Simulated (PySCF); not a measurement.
BeH2, SMILES [BeH2].

The structure is a stationary point at PBE-D3(BJ)/def2-TZVPD. The isomer is the one that the SMILES or the coordinates give; other isomers of the formula were not compared.

Method: PBE0/def2-TZVPD (PySCF).

Gas-phase values at a fixed geometry.

Computed frontier levels, gap, dipole moment and polarisability:
| Item | Result |
|---|---|
| highest occupied level | -8.81 eV |
| lowest empty level | -0.86 eV |
| orbital gap | 7.95 eV |
| dipole moment | 0.00 D |
| quadrupole, principal values (traceless, Buckingham form, about the centre of nuclear charge) | -5.11, 2.56, 2.56 D·Å |
| mean static polarisability | 20.8 bohr³ (3.09 Å³) |
| polarisability, principal values | 20.6, 20.6, 21.3 bohr³ |
